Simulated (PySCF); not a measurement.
In(H)(Cl)2, HCl2In, SMILES [Cl][InH][Cl] (CAM-B3LYP/def2-SVP optimised geometry):

```
4

In    -0.692    -0.376     0.000
H     -1.642    -1.784    -0.002
Cl    -1.578     1.784     0.000
Cl     1.642    -0.376     0.000
```

Computed with PySCF with CAM-B3LYP/def2-TZVP, def2 effective core potentials past Kr.

### Question
What are the frontier orbital energies and the dipole moment?

### Answer
HOMO-2 -10.45 eV, HOMO-1 -10.29 eV, HOMO -10.27 eV, LUMO -1.19 eV, LUMO+1 -0.97 eV; dipole moment 2.68 D.

On the same geometry PySCF 2.14.0 with PBE/def2-TZVP, def2 effective core potentials past Kr gives HOMO-2 -7.69 eV, HOMO-1 -7.56 eV, HOMO -7.53 eV, LUMO -2.81 eV, LUMO+1 -2.70 eV; dipole moment 2.47 D.
